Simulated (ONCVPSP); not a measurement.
Before and after: ONCV potential for bismuth (Bi)

ONCVPSP 4.0.1 input, shortened (lines: element, Z, core and valence counts, functional; n l f; lmax; l rc ep ncon nbas qcut; lloc lpopt rc5 dvloc0; l nproj debl; icmod fcfact rcfact), LDA (Perdew-Zunger), scalar-relativistic:

```
  Bi 83.00   10    5        3      upf
    1    0    2.00
    2    0    2.00
    2    1    6.00
    3    0    2.00
    3    1    6.00
    3    2   10.00
    4    0    2.00
    4    1    6.00
    4    2   10.00
    4    3   14.00
    5    0    2.00
    5    1    6.00
    5    2   10.00
    6    0    2.00
    6    1    3.00
    2
    0    1.60    0.00    3    6    8.00
    1    1.55    0.00    4    7    9.60
    2    1.25    0.00    5    9    6.50
    2    5    1.25    0.00
    0    2    0.70
    1    2    1.30
    2    0    3.30
    3    3.50    1.00
```

Change: p: qcut 7.

Cutoffs: the cutoffs (Ha) at which the residual kinetic energy of the hardest occupied pseudo-wave falls to 1 and 0.1 mHa per electron; they do not see the model core or the augmentation charge, which bear on the density cutoff. Errors are all-electron minus pseudo energies relative to the spin-unpolarised reference configuration.

Task: What does the change do?

Result: The potential gets neither clearly harder nor softer (34 Ha and 71 Ha → 34 Ha and 71 Ha); the bound ghost in p disappears; the errors of the 4 common tests hardly move.

| quantity | base | changed |
| --- | --- | --- |
| cutoff, loose | 34 Ha | 34 Ha |
| cutoff, tight | 71 Ha | 71 Ha |
| loose cutoff by channel | s 22 Ha, p 19 Ha, d 34 Ha | s 22 Ha, p 19 Ha, d 34 Ha |
| bound ghosts | p | none |
| GHOST(+) flags under 300 eV | none | none |
| error for 5s2 5p6 5d10 6s2 6p2, meV [ΔE 8.15 eV] | -3.3 | -3.4 |
| error for 5s2 5p6 5d10 6s2 6p1, meV [ΔE 23.72 eV] | -11 | -11 |
| error for 5s2 5p6 5d10 6s2 6p0, meV [ΔE 47.43 eV] | -24 | -24 |
| error for 5s2 5p6 5d10 6s1 6p3, meV [ΔE 19.05 eV] | -9.0 | -8.7 |
| s: phases at 1.62 bohr within 0.05 rad from the reference energy up to (Ha; the scan ends near 5) | to the end of the scan | to the end of the scan |
| p: phases at 1.57 bohr within 0.05 rad from the reference energy up to (Ha; the scan ends near 5) | to the end of the scan | to the end of the scan |
| d: phases at 1.27 bohr within 0.05 rad from the reference energy up to (Ha; the scan ends near 5) | to the end of the scan | to the end of the scan |
| rms error of d²Exc/dni dnj with the model core, mHa | 3.33 | 3.34 |

 A true bound ghost makes a file unfit for plane-wave use even where its test errors are small: the radial tests pick states by their node count and pass the ghost by.
